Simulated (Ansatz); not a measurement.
H4AlSSi, SMILES `[SiH3][Al-][SH]` (lower singlet; Si–Al–S–H torsion 180°) (charge -1, multiplicity 1). This singlet lies 1.06 eV below the relaxed triplet at the level frozen-core CCSD(T)/aug-cc-pVTZ // B3LYP-D3(BJ)/def2-TZVPD (Ansatz, a first-principles code).

Z-matrix (Å, degrees):
```
Si
H 1 1.5105
H 1 1.5119 2 101.99
H 1 1.5119 2 102.00 3 -104.14
Al 1 2.6199 2 123.48 3 128.15
S 5 2.3418 1 90.52 2 1.75
H 6 1.3454 5 97.56 1 179.68
```
Charge -1, spin multiplicity 1.

Frozen-core energies in aug-cc-pVDZ from Ansatz at a geometry from B3LYP-D3(BJ)/def2-TZVPD; the HF reference has <S^2> = 0.00 (restricted, and unstable towards unrestricted orbitals) and the T1 diagnostic is 0.016.

| level | energy (Ha) |
|---|---|
| HF | -930.75910 |
| MP2 | -931.08812 |
| CCSD | -931.14316 |

Question: Estimate the energies of CCSD(T), CCSDT and CCSDT(Q), and give each level's difference from CCSDT(Q).

Answer: 
```tsv
level	energy (Ha)	difference from CCSDT(Q) (mHa)
MP2	-931.08812	71.76
CCSD	-931.14316	16.72
CCSD(T)	-931.15718	2.71
CCSDT	-931.15890	0.98
CCSDT(Q)	-931.15988	0.00
```
